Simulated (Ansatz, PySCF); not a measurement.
Molecule: sum formula H$_{5}$SiNO$_{3}$, charge 0, multiplicity 1. 
Coordinates optimised at B3LYP-D3(BJ)/def2-TZVP (Ansatz, a quantum-chemistry and plane-wave program):
SMILES: N[Si](O)(O)O
```xyz
10

Si    -0.0048     0.0074     0.0035
O      1.4386    -0.2953    -0.7280
O      0.4306     0.6652     1.4469
O     -0.9752     1.0917    -0.7501
N     -0.9298    -1.4195     0.0130
H      1.4035    -0.7748    -1.5595
H      1.3485     0.5544     1.7065
H     -0.8361     2.0132    -0.5184
H     -0.5611    -2.2830     0.3758
H     -1.9314    -1.3700     0.1050
```

Quantity: atomisation energy (electronic, to ground-state atoms), in kcal/mol. Cores are frozen in the correlated levels unless marked. UHF or UKS for open shells. No spin-orbit coupling. No relativistic terms. The coupled-cluster limit lacks core correlation, which all-electron functionals hold. CBS(X,Y): correlation extrapolated as X^-3; Hartree-Fock from the larger set. The bracket is a focal-point correction in the basis named.

```json
[
 {"level": "TPSSh/def2-TZVPD", "program": "PySCF", "atomisation energy (kcal/mol)": "928.0"},
 {"level": "LC-wPBE-D3(BJ)/def2-TZVPD", "program": "Ansatz + dftd3", "atomisation energy (kcal/mol)": "?"},
 {"level": "B2PLYP/def2-TZVPD", "program": "Ansatz", "atomisation energy (kcal/mol)": "937.6"},
 {"level": "SCS-MP2/cc-pV(D+d)Z", "program": "Ansatz", "atomisation energy (kcal/mol)": "859.3"},
 {"level": "RI-MP2/CBS(aug-cc-pV(T+d)Z,aug-cc-pV(Q+d)Z)+[CCSD(T)-MP2]/aug-cc-pV(T+d)Z", "program": "Ansatz", "atomisation energy (kcal/mol)": "960.0"}
]
```

Complete the blanks.


- LC-wPBE-D3(BJ)/def2-TZVPD, atomisation energy (kcal/mol): 947.5
